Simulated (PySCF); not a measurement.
# EPR parameters of C3H7F2Si2

C3H7F2Si2 (doublet state).
Structure used (GFN2-xTB), in Å, numbered top down from 1:
```xyz
14
C3H7F2Si2 angstrom
C     -1.263   -2.221    0.445
C     -1.272   -0.899    0.638
Si     0.216    0.208    0.456
Si     2.082   -0.044   -0.864
C     -0.573    1.985    0.229
F     -1.173    2.430    1.369
F      0.422    2.881   -0.049
H     -2.133   -2.834    0.615
H     -0.385   -2.736    0.093
H     -2.188   -0.449    1.010
H      1.938    0.213   -2.304
H      3.151    0.824   -0.365
H      2.497   -1.443   -0.719
H     -1.318    2.085   -0.575
```

The hyperfine couplings belong to this conformer and change with its torsions.

As a line formula: `C=C[Si]([SiH3])C(F)F` [radical].

Method used: UKS B3LYP, pcH-1 on C F H Si, non-relativistic, mean-field spin-orbit, GIAO in PySCF 2.14.0. One conformer (not necessarily the lowest) at the GFN2-xTB geometry, without solvent, vibrations or thermal averaging. Couplings are sensitive to structure, and on GFN2-xTB geometries they can be far from those on DFT ones, by a factor of two or more for some ions and for spin on atoms past the first row. The SCF solution wasn't tested for stability.

```
g1, g2, g3      : 2.00187, 2.00248, 2.00515
g_iso           : 2.00317
Form of g       : rhombic: the two nearest values differ by 19 % of g3 − g1
⟨S²⟩            : 0.7592 (exact 0.7500)
Basis functions : 265
```

Isotropic coupling and dipolar principal values T1 to T3, in MHz:

```tsv
atom	isotope	a_iso	of which spin–orbit	T1	T2	T3	Mulliken spin population
C1	13C	19.9	0.0	-18.2	-17.1	35.3	0.23
C2	13C	-3.3	0.0	-14.4	4.9	9.5	-0.13
Si3	29Si	-336.1	1.0	-161.1	79.1	81.9	0.88
Si4	29Si	-32.8	0.0	-7.5	1.9	5.6	0.01
C5	13C	-13.0	0.0	-1.9	-1.5	3.4	-0.02
F6	19F	56.2	0.1	-6.1	-3.9	10.0	0.00
F7	19F	3.0	-0.1	-8.6	-5.4	14.0	0.00
H8	1H	-13.3	0.0	-9.1	-0.8	9.8	-0.01
H9	1H	-13.1	0.0	-5.6	-1.7	7.3	-0.01
H10	1H	4.4	0.0	-3.0	-1.2	4.3	0.00
H11	1H	71.5	0.0	-2.2	-0.3	2.5	0.04
H12	1H	4.9	0.0	-2.5	-1.2	3.7	0.00
H13	1H	-3.6	0.0	-2.3	-1.3	3.5	0.00
H14	1H	28.3	0.0	-3.1	-0.1	3.2	0.01
```

The largest Mulliken spin populations are on Si3 (+0.88), C1 (+0.23) and C2 (-0.13). The positive populations add up to 1.17 and the negative ones to -0.17, together 2S = 1. The angles at Si3 add up to 344.1°, so it is pyramidal.

Axes: g3 points within 9° of the C1–C2 bond.

Under fast tumbling the dipolar parts average out, and these isotropic splittings remain: 2 × 19F (F6/F7, I = 1/2, 3 lines) with 1.06 mT, 1 × 1H (H14, I = 1/2, 2 lines) with 1.01 mT, 3 × 1H (H11/H12/H13, I = 1/2, 4 lines) with 0.87 mT, 1 × 1H (H8, I = 1/2, 2 lines) with 0.48 mT, 1 × 1H (H9, I = 1/2, 2 lines) with 0.47 mT and 1 × 1H (H10, I = 1/2, 2 lines) with 0.16 mT.

Class means assume fast exchange of nuclei equivalent by connectivity; if that motion is slow, each nucleus keeps its own coupling. The three 1H nuclei of mean +24.3 MHz run from -3.6 to 71.5 MHz in the frozen geometry. The 19F value of +29.6 MHz is a mean of couplings from 3.0 to 56.2 MHz in this one geometry, not an average over conformers.

The 13C coupling of C1 (19.9 MHz) shows only in satellite lines or after enrichment, since that isotope makes up about 1.07 % of natural carbon.

The 29Si coupling of Si3 (-336.1 MHz) shows only in satellite lines or after enrichment, since that isotope makes up about 4.7 % of natural silicon.

On one thread, Arm Neoverse N1 (aarch64), no GPU (shared host), this took 2.1 min of wall time (with the writing of density and orbital grids) and 0.93 GiB of memory at its peak.
